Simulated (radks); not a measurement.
Question: These are the eigenvalues of the occupied orbitals of an atom or ion with whole-number occupations (eV). Method: Dirac Kohn-Sham, exchange-only PBE, spin-unpolarised, spherical densities, finite nucleus; Fermi nuclear charge, rms radius of each element as measured or else 0.836 A^(1/3) + 0.57 fm; computed with a radial shooting solver on a logarithmic mesh with Libxc functionals.

| orbital | eigenvalue |
|---|---|
| 1s1/2 | -91044.62 |
| 2s1/2 | -18764.10 |
| 2p1/2 | -18165.26 |
| 2p3/2 | -15962.79 |
| 3s1/2 | -6653.955 |
| 3p1/2 | -6390.218 |
| 3p3/2 | -5874.199 |
| 3d3/2 | -5452.621 |
| 3d5/2 | -5340.610 |

Which element is it, and in what charge state? The configuration may be excited. Open shells, if any, fill j = l - 1/2 first.

Answer: Z = 82, lead, charge +54: Pb54+ in [Ar] 3d10. The list shows which subshells hold electrons but not how many an open one holds; the 1s level, -3345.8 hartree, gives Z - s = 81.8 by -(Z - s)^2/2, which with screening and relativity narrows Z to a few neighbours, and the depths of the outer levels then fix element, charge and occupations together.
